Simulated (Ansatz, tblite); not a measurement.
Forces on the cluster Cd4 at its B3LYP/def2-SVP geometry. The state is a singlet with charge 0.

In the def2 sets Cd takes a core potential; there is no spin–orbit coupling. The xTB rows come from tblite. The structure comes from a short search, and lower isomers may exist.

GFN1-xTB (tblite), largest force 0.52 eV/Å:

```xyz
4
positions Å, forces eV/Å
Cd   -0.006    1.864    1.062    0.001   -0.454   -0.259
Cd   -1.441    0.076   -1.588    0.351   -0.019    0.387
Cd   -0.504   -1.592    1.347    0.123    0.388   -0.328
Cd    1.951   -0.349   -0.821   -0.475    0.085    0.200
```

GFN2-xTB (tblite), largest force 0.58 eV/Å:

```
Cd 0.002 -0.506 -0.288
Cd 0.391 -0.021 0.431
Cd 0.137 0.432 -0.365
Cd -0.529 0.095 0.223
```

PBE/def2-TZVP (Ansatz), largest force 0.18 eV/Å:

```
Cd 0.000 -0.159 -0.090
Cd 0.123 -0.006 0.135
Cd 0.043 0.135 -0.115
Cd -0.166 0.030 0.070
```
